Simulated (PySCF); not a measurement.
Two species compared at the same levels of theory.

First species: C6H11O2P.
Z-matrix (Å and degrees, GFN2-xTB geometry), rows numbered from 1:
```
C 
C   1  1.3228
C   2  1.4902  1  125.31
P   2  1.8316  1  119.83  3   179.05
O   4  1.4715  2  114.35  1   148.96
O   4  1.6163  2  104.62  1    27.46
C   4  1.8129  2  106.00  1   -77.94
C   7  1.3251  4  124.94  2   -87.91
C   8  1.4858  7  125.05  4    -0.99
H   1  1.0789  2  121.89  3     0.89
H   1  1.0767  2  121.25  3  -179.67
H   3  1.0905  2  109.96  1   103.89
H   3  1.0879  2  111.31  1   -16.76
H   3  1.0890  2  109.35  1  -138.15
H   6  0.9591  4  107.07  2   111.44
H   7  1.0803  4  113.60  2    90.23
H   8  1.0853  7  119.32  4   179.48
H   9  1.0851  8  110.56  7    -6.06
H   9  1.0906  8  110.05  7   115.03
H   9  1.0895  8  109.97  7  -126.78
```

Second species: C6H11O2P.
Atom-mapped SMILES: `[CH:1]#[C:2][P@:3](=[O:4])([OH:5])[C:6]([CH3:7])([CH3:8])[CH3:9]` (hydrogens: H10 on C1; H11 on O5; H12, H13, H14 on C7; H15, H16, H17 on C8; H18, H19, H20 on C9)

Cartesian coordinates in Å at the GFN2-xTB level; atoms count from 1:
```xyz
20
C6H11O2P angstrom
C      2.8549    1.7167    0.1217
C      1.9561    1.0196    0.5045
P      0.6102    0.0622    1.1761
O      0.0652    0.5951    2.4287
O      1.2657   -1.3945    1.3948
C     -0.5669   -0.1629   -0.2294
C      0.1548   -0.8002   -1.4072
C     -1.6902   -1.0510    0.2882
C     -1.0834    1.2273   -0.5761
H      3.6476    2.3122   -0.2297
H      1.3118   -1.5493    2.3407
H     -0.5366   -0.9506   -2.2352
H      0.5707   -1.7637   -1.1204
H      0.9693   -0.1619   -1.7449
H     -2.1221   -0.6157    1.1884
H     -1.3096   -2.0423    0.5311
H     -2.4739   -1.1544   -0.4610
H     -0.2643    1.8641   -0.9096
H     -1.5339    1.6853    0.3031
H     -1.8304    1.1746   -1.3668
```

Levels: PBE0/pcSseg-1 for dipole moment, HOMO energy, LUMO energy and HOMO–LUMO gap; GFN2-xTB for rotational constant A and rotational constant C. Geometries: GFN2-xTB. All species are isolated and taken at one optimised geometry, non-relativistic unless stated; the electronic structure was computed with PySCF and density fitting.

The conformers computed, where there is a choice (atom-mapped SMILES and torsion angles):
- `[CH2:1]=[C:2]([CH3:3])[P@:4](=[O:5])([OH:6])/[CH:7]=[CH:8]\[CH3:9]`: C1–C2–P4–O5 149°, C2–P4–C7–C8 -88°, H–O6–P4–C2 111°
- `[CH:1]#[C:2][P@:3](=[O:4])([OH:5])[C:6]([CH3:7])([CH3:8])[CH3:9]`: C2–P3–C6–C7 56°, H–O5–P3–C2 112°

Which of the two has the higher LUMO energy, and by how much?

The second: -0.28 eV against -0.79 eV, a difference of 0.51 eV.

Which of the two has the higher HOMO energy, and by how much?

The first: -7.57 eV against -8.06 eV, a difference of 0.49 eV.

Which of the two has the higher dipole moment, and by how much?

The second: 2.66 D against 2.49 D, a difference of 0.17 D.

Which of the two has the higher rotational constant A, and by how much?

The second: 1.776 GHz against 1.714 GHz, a difference of 0.062 GHz.

Which has the higher HOMO–LUMO gap?

The second: 7.78 eV against 6.78 eV, a difference of 1.00 eV.

Which of the two has the higher rotational constant C, and by how much?

The second: 1.085 GHz against 0.995 GHz, a difference of 0.090 GHz.

On the first: In atomic units the dipole is 0.98 e·bohr (1 au = 2.5417 D).

On the second: A dipole of 2.66 D is allowed in C1, and pure rotational transitions are dipole-allowed. The dipole equals about 8.9 × 10⁻³⁰ C·m (1 D = 3.33564 × 10⁻³⁰ C·m).
